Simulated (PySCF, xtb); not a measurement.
ZnBr, SMILES [Zn+][Br], charge +1.

xtb with GFN2-xTB at its own geometry gives an orbital gap of 1.70 eV.

Geometry: PBE0-D3(BJ)/def2-TZVP. The spin state was assumed, not searched.

Q: What does M06-2X/def2-TZVPD run with PySCF give? (Estimate from the structure and the level; the computed values follow.)

A: gap 5.29 eV (levels -15.41 and -10.12 eV).
